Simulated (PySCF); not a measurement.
Task: Give a PBE0-D3(BJ)/def2-SVP geometry of InChI=1S/C2H10BOP/c1-4(2)3-5/h3,5H2,1-2H3.

Result: 
```xyz
15
C2H10BOP angstrom
C     -1.6245   -0.7899   -0.1967
O     -0.5014    0.0440   -0.4554
C     -0.7960    1.4349   -0.3470
B      0.8829   -0.4510    0.2960
P      2.3489    0.4996   -0.6066
H     -1.9331   -0.6962    0.8571
H     -1.3132   -1.8193   -0.4004
H     -2.4459   -0.4948   -0.8652
H     -1.0899    1.6774    0.6868
H     -1.6046    1.6801   -1.0499
H      0.1206    1.9729   -0.6182
H      0.7347   -0.0817    1.4528
H      0.8447   -1.6554    0.1376
H      2.9624   -0.5784   -1.3102
H      3.2683    0.4762    0.4812
```

Any rigid rotation of these coordinates is as good. Atoms count from 1 in this order. O2 (oxygen bonded to B and 2 C) is pyramidal (angles 115.5°, 113.8° and 113.3°, sum 342.6°, 0.37 Å off the plane of its three neighbours). P5 (three-coordinate phosphorus) is pyramidal (angles 100.5°, 97.1° and 95.0°, sum 292.5°, 0.78 Å off the plane of its three neighbours). Of the pairs four or more bonds apart, P5···H11 is among the closest relative to their van der Waals radii: 2.67 Å, 89 % of the sum of Bondi's values. B4 (four-coordinate boron) is distorted tetrahedral (angles from 102.2° to 116.3°).

Bonds between heavy atoms (Å): C1–O2 1.423, O2–C3 1.426, O2–B4 1.651, B4–P5 1.967.

Method used: PySCF 2.14.0, PBE0-D3(BJ)/def2-SVP geometry optimisation, gas phase.

Point group: C1 (no symmetry element, even within 0.4 Å). Not checked by PBE0-D3(BJ)/def2-SVP frequencies. The numbers are those of one conformer (C1–O2–B4–P5 164°, O2–B4–P5–H -109° and 154°).
